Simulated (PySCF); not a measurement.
Predicted microwave data (PBE0/pcSseg-1 in PySCF (dipole) on a GFN2-xTB geometry, gas phase) for one isomer of C8H16N2:

- Rotational constants: A = 1851, B = 1085, C = 928.2 MHz
- Dipole components: |μa| = 0.02 D, |μb| = 0.88 D, |μc| = 0.38 D
- Inertial defect: -194.59 u·Å²
- κ: -0.66

Question: Which candidate fits, each taken in the one conformer that was computed?
A. `[CH2:1]=[CH:2][CH2:3][NH:4][N:5]([CH2:6][CH3:7])[CH:8]1[CH2:9][CH2:10]1` with C1–C2–C3–N4 139°, C2–C3–N4–N5 166°, C3–N4–N5–C6 -148°, N4–N5–C6–C7 66°, N4–N5–C8–C9 -91°
B. `[CH3:1][CH2:2][CH2:3][NH:4][N:5]=[C:6]1[CH2:7][CH2:8][CH2:9][CH2:10]1` with C1–C2–C3–N4 178°, C2–C3–N4–N5 -83°, C3–N4–N5–C6 160°, N5–C6–C7–C8 -173°, C6–C7–C8–C9 -29°, C7–C8–C9–C10 39°, C8–C9–C10–C6 -33°
C. `[CH3:1][NH:2]/[N:3]=[C:4](\[CH:5]([CH3:6])[CH3:7])[CH:8]1[CH2:9][CH2:10]1` with C1–N2–N3–C4 160°, N3–C4–C5–C6 122°, N3–C4–C8–C9 19°
D. `[CH2:1]=[CH:2][C@H:3]1[CH2:4][CH2:5][CH2:6][N:7]([CH3:8])[N:9]1[CH3:10]` with C1–C2–C3–C4 128°, C2–C3–C4–C5 155°, C3–C4–C5–C6 29°, C4–C5–C6–N7 -63°, C5–C6–N7–C8 162°
E. `[CH3:1][CH2:2]/[CH:3]=[N:4]/[N:5]([CH2:6][CH3:7])[CH:8]1[CH2:9][CH2:10]1` with C1–C2–C3–N4 116°, C3–N4–N5–C6 -11°, N4–N5–C6–C7 -77°, N4–N5–C8–C9 58°

Answer: D. It is C=C[C@H]1CCCN(C)N1C, an asymmetric top, point group C1. The candidates at the same level (rigid rotor, commonest isotopes):

```tsv
SMILES	A (MHz)	B (MHz)	C (MHz)	μa (D)	μb (D)	μc (D)	Δ (u·Å²)	point group	rotor
CCCNN=C1CCCC1	3764	504.2	490.3	0.20	1.48	0.92	-105.86	C1	near-prolate asymmetric top
C=CCNN(CC)C1CC1	1706	823.0	591.4	0.57	0.91	0.74	-55.72	C1	asymmetric top
CC/C=N/N(CC)C1CC1	1847	798.5	629.0	0.70	1.52	0.04	-103.10	C1	asymmetric top
C=C[C@H]1CCCN(C)N1C	1851	1085	928.2	0.02	0.88	0.38	-194.59	C1	asymmetric top
CN/N=C(\C(C)C)C1CC1	1335	1087	727.3	0.17	1.74	0.50	-148.66	C1	asymmetric top
```

`CC/C=N/N(CC)C1CC1` has C 32 % too low; `CCCNN=C1CCCC1` has A 103 % too high; `CN/N=C(\C(C)C)C1CC1` has A 28 % too low; `C=CCNN(CC)C1CC1` has C 36 % too low. No structure here is proved a minimum.
